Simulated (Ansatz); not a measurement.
The numbers are results of B3LYP-D3(BJ)/def2-TZVP // PBE0-D3(BJ)/def2-SVP (Ansatz, a quantum-chemistry and plane-wave program), not measurements. Isolated molecules, 0 K electronic values unless said otherwise. One relaxed conformer stands for a flexible species; it need not be the lowest. B3LYP has the VWN-RPA correlation part, as in Gaussian.  In the def2 sets, heavy atoms carry core potentials.

Reference species (SMILES): `C=C[CH2][Sn]([OH])([OH])[OH]` (neutral, multiplicity 1).

| Item | Result |
|---|---|
| LUMO | -1.47 eV |
| HOMO–LUMO gap | 5.63 eV |
| HOMO | -7.10 eV |

After one change: the LUMO falls by 0.21 eV; the HOMO–LUMO gap increases by 1.29 eV; the HOMO falls by 1.50 eV.

Task: What was changed between the two runs? The new species is one of these.
(A) `[OH][Sn]([OH])([OH])[CH]1CCCC1`
(B) `[OH][Sn]([OH])([OH])[CH2]C(F)(F)F`
(C) `C[CH2][Sn]([OH])([OH])[OH]`
(D) `C[CH](C)[Sn]([OH])([OH])[OH]`

Result: B, `[OH][Sn]([OH])([OH])[CH2]C(F)(F)F`
